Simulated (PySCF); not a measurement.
## Correlation energy of Sn⁺ (tin, charge +1)

[Kr] 4d10 5s2 6s1, 2S determinant (an excited configuration). Calculation: PySCF 2.14, in aug-cc-pVTZ-PP with ECP28MDF; scalar relativity through the core potential. Frozen: 4s2 4p6 4d10; 3 electrons correlated.

| level | correlation energy (mhartree) |
| --- | --- |
| CCSD | -43.00 |
| (T) | -0.89 |
| CCSD(T) | -43.89 |
| CCSDT | -44.21 |

Diagnostics: T1 = 0.015, D1 = 0.0365, largest double amplitude 0.093.

The outer electron is Rydberg-like, and this basis confines it to a smaller radius and binds it less than a complete one would.

Cost of the coupled-cluster step: of the order of 1.5 core-seconds, for 3 correlated electrons.
